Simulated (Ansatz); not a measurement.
Consider the formal loss of a carbene: `C#CCCCCCC` → `C#CCCCCC` + `[CH2]` (triplet).

Isolated molecules relaxed with PBE0-D4/def2-TZVP in Ansatz; ΔE leaves out vibrations. CBS: MP2 limit from def2 TZ/QZ plus the TZ coupled-cluster correction, frozen cores. This one scheme is used for every species. DFT in def2-TZVPP. Triplets are unrestricted, without spin–orbit coupling. Each species was taken in one conformer, which may not be the lowest.

```csv
level,ΔE (kcal/mol)
revPBE,97.4
CCSD/def2-SVP,98.2
```

Problem. What does CCSD(T)/CBS give? (Best estimate.)

Solution. The calculation gave: +104.0 kcal/mol. The listed levels differ from it by -6.6, -5.8 kcal/mol.

Largest T1 diagnostic among the species: 0.011.

From BLYP to BHLYP (50 % exact exchange), in def2-TZVPP and without D4, ΔE moves by −0.8 kcal/mol. Leaving LDA and LC-ωPBE aside and taking each functional with its dispersion term where it has one, the values, not all of them listed here, spread over 9.0 kcal/mol, from r2SCAN0-D4 to ωB97X-V. LDA lies +17.6 kcal/mol from PBE without D4. In def2-TZVPP, CCSD(T) changes the Hartree–Fock value by +32.4 kcal/mol (the triples alone add +2.6 kcal/mol) and MP2 by +35.3 kcal/mol.

CCSD(T)/CBS has its own doubt, a few kJ/mol and more with outer-core shells, so smaller differences from it don't rank the levels.
